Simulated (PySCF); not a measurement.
CHO₂ (SMILES O=[C]O), doublet, at a GFN2-xTB geometry; PySCF with MP2/6-311+G(2d,p).

The PySCF input:
```python
from pyscf import gto, scf, mp

mol = gto.Mole()
mol.atom = '''
    O    -1.03300099   -0.39412693   -0.00168439
    C    -0.02709385    0.41048045   -0.01284311
    O     1.15649400    0.25596664    0.00752085
    H    -0.82538098   -1.35760035    0.03036691
'''
mol.basis = '6-311+g(2d,p)'
mol.spin = 1
mol.verbose = 4
mol.build()

mf = scf.UHF(mol)
mf.kernel()

pt = mp.MP2(mf, frozen=3)
pt.kernel()
print('E(MP2) = %.10f' % pt.e_tot)
```

The log (banner, timings and long lists left out):

```
PySCF version 2.14.0

[INPUT] verbose = 4
[INPUT] num. atoms = 4
[INPUT] num. electrons = 23
[INPUT] charge = 0
[INPUT] spin (= nelec alpha-beta = 2S) = 1
[INPUT] symmetry False subgroup None
[INPUT] Mole.unit = angstrom
[INPUT] Symbol           X                Y                Z      unit          X                Y                Z       unit  Magmom
[INPUT]  1 O     -1.033000990000  -0.394126930000  -0.001684390000 AA   -1.952088957505  -0.744791956016  -0.003183035787 Bohr   0.0
[INPUT]  2 C     -0.027093850000   0.410480450000  -0.012843110000 AA   -0.051199956160   0.775695629988  -0.024269960488 Bohr   0.0
[INPUT]  3 O      1.156494000000   0.255966640000   0.007520850000 AA    2.185456924703   0.483706846625   0.014212346724 Bohr   0.0
[INPUT]  4 H     -0.825380980000  -1.357600350000   0.030366910000 AA   -1.559744000625  -2.565492848114   0.057385143149 Bohr   0.0

nuclear repulsion = 63.4092220411608
number of shells = 37
number of NR pGTOs = 128
number of NR cGTOs = 87
basis = 6-311+g(2d,p)
ecp = {}

******** <class 'pyscf.scf.uhf.UHF'> ********
method = UHF
initial guess = minao
damping factor = 0
level_shift factor = 0
DIIS = <class 'pyscf.scf.diis.CDIIS'>
diis_start_cycle = 1
diis_space = 8
diis_damp = 0
SCF conv_tol = 1e-09
SCF conv_tol_grad = None
SCF max_cycles = 50
direct_scf = True
direct_scf_tol = 1e-13
number electrons alpha = 12  beta = 11
Set gradient conv threshold to 3.16228e-05
init E= -188.638747176156

cycle= 1 E= -188.065956102427  delta_E= 0.573  |g|= 0.511  |ddm|= 1.55
cycle= 2 E= -188.132607934685  delta_E= -0.0667  |g|= 0.39  |ddm|= 0.775
cycle= 3 E= -188.186374491721  delta_E= -0.0538  |g|= 0.0629  |ddm|= 0.235
cycle= 4 E= -188.189321739198  delta_E= -0.00295  |g|= 0.0279  |ddm|= 0.108
cycle= 5 E= -188.190177539267  delta_E= -0.000856  |g|= 0.0116  |ddm|= 0.0664
cycle= 6 E= -188.190360716797  delta_E= -0.000183  |g|= 0.00573  |ddm|= 0.0239
cycle= 7 E= -188.190427699007  delta_E= -6.7e-05  |g|= 0.00297  |ddm|= 0.0135
cycle= 8 E= -188.190452633595  delta_E= -2.49e-05  |g|= 0.00199  |ddm|= 0.00645
cycle= 9 E= -188.190468089277  delta_E= -1.55e-05  |g|= 0.00134  |ddm|= 0.0052
cycle= 10 E= -188.190478299953  delta_E= -1.02e-05  |g|= 0.000676  |ddm|= 0.00566
cycle= 11 E= -188.190480800961  delta_E= -2.5e-06  |g|= 0.000289  |ddm|= 0.00315
cycle= 12 E= -188.190481108817  delta_E= -3.08e-07  |g|= 0.000161  |ddm|= 0.000961
cycle= 13 E= -188.190481174639  delta_E= -6.58e-08  |g|= 7.84e-05  |ddm|= 0.000385
cycle= 14 E= -188.190481190526  delta_E= -1.59e-08  |g|= 4.18e-05  |ddm|= 0.000177
cycle= 15 E= -188.190481194687  delta_E= -4.16e-09  |g|= 2.03e-05  |ddm|= 9.55e-05
cycle= 16 E= -188.190481195439  delta_E= -7.52e-10  |g|= 8.99e-06  |ddm|= 4e-05
Extra cycle  E= -188.190481195532  delta_E= -9.24e-11  |g|= 5.89e-06  |ddm|= 8.84e-06
converged SCF energy = -188.190481195532  <S^2> = 0.76295195  2S+1 = 2.0129103

******** <class 'pyscf.mp.ump2.UMP2'> ********
nocc = (np.int64(9), np.int64(8)), nmo = (84, 84)
frozen orbitals 3
E(UMP2) = -188.736065094166  E_corr = -0.545583898633755
E(SCS-UMP2) = -188.714992808826  E_corr = -0.524511613294264
E_corr(same-spin) = -0.15021815199951
E_corr(oppo-spin) = -0.395365746634245
E(MP2) = -188.7360650942
```
